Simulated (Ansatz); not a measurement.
Cartesian coordinates in Å:
```
Si 1.470 0.910 0.175
N -0.028 0.029 0.075
Si -0.096 -1.623 0.616
Si -1.380 0.719 -0.775
H 1.169 2.362 0.249
H 2.206 0.471 1.387
H 2.341 0.674 -1.009
H -1.494 -1.947 0.998
H 0.332 -2.579 -0.442
H 0.811 -1.785 1.781
H -1.377 2.190 -0.572
H -2.634 0.126 -0.245
H -1.321 0.452 -2.238
```

The species carries charge 0 and has multiplicity 1.

Problem. List the B3LYP/def2-TZVPP orbital energies in eV (the Gaussian-basis code of Ansatz). (Estimate.)

Solution. Computed: Occupied: -1799.34, -1799.34, -1799.34, -389.21, -143.83, -143.83, -143.83, -99.17, -99.17, -99.16, -99.14, -99.14, -99.14, -99.13, -99.13, -99.13, -23.05, -15.30, -15.30, -13.67, -11.14, -11.14, -10.85, -9.60, -9.60, -9.40, -9.40, -9.14, -7.53. Lowest empty: -0.56, 0.39, 0.39, 1.01, 1.13, 1.16, 1.16, 1.77.

B3LYP here is the variant with VWN-RPA as its local correlation; programs differ in this.
